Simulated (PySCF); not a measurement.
## Assignment exercise: C8H12Si2

Bonds (- single, = double, # triple, : aromatic): Si1-C2, C2=C3, C3-Si4, C3-C5, C5:C6, C6:C7, C7:C8, C8:C9, C9:C10, C10:C5. Si1 carries H11, H12, H13; C2 carries H14; Si4 carries H15, H16, H17; C6 carries H18; C7 carries H19; C8 carries H20; C9 carries H21; C10 carries H22. Stereochemistry as in [SiH3]/C=C(\[SiH3])c1ccccc1.

PySCF calculation with geometry from GFN2-xTB and shielding tensors at PBE0/pcSseg-1 (GIAO); isolated molecule, no relativistic terms, fast rotation and ring inversion assumed for equivalent nuclei, one computed conformer.

References, each an isolated molecule treated in the same way: 13C (186.93 ppm), 1H (31.72 ppm) vs TMS.

Q: Assign these signals to the numbered atoms. 13C{1H} NMR (computed): δ 173.4, 156.1, 145.0, 133.8, 131.8, 131.0.

A: 
173.4 → C3, fully substituted alkene carbon
156.1 → C5, substituted aromatic carbon
145.0 → C2, alkene CH: an sp2 carbon of a C=C bond
133.8 → C7/C9, aromatic CH: the aromatic region
131.8 → C8, aromatic CH
131.0 → C6/C10, aromatic CH

C8 and C6/C10 lie closer than the usual error of such a calculation, so a measured spectrum could show them in the other order.

Q: Assign these signals to the numbered atoms. 1H NMR (600 MHz, computed): δ 7.61 (m, 2H), 7.51 (m, 1H), 7.28 (d, 2H), 6.78 (q, 1H), 4.31 (s, 3H), 4.28 (d, 3H).

A: 
7.61 → H19/H21, hydrogen on an aromatic CH: the ring current deshields protons in the ring plane
7.51 → H20, hydrogen on an aromatic CH
7.28 → H18/H22, hydrogen on an aromatic CH
6.78 → H14, hydrogen on an alkene CH: olefinic region
4.31 → H15/H16/H17, hydrogen on a silicon bonded to C
4.28 → H11/H12/H13, hydrogen on a silicon bonded to C

H19/H21 and H20; H15/H16/H17 and H11/H12/H13 lie closer than the usual error of such a calculation, so a measured spectrum could show them in the other order.

Shifts are as computed. Against solution values, carbons near 30 ppm lie about +3 ppm off and those near 130 ppm about +5 ppm. Of 1309 compounds with measured shifts, 239 miss one by over three times the rms of a fit or turn the order of signals round; such compounds aren't used in these exercises. No couplings were computed; multiplicities are counted from neighbouring protons, with m where these are inequivalent, close in shift, in a saturated or five-membered ring or joined by F or P, and br s for small geminal =CH2 splittings.
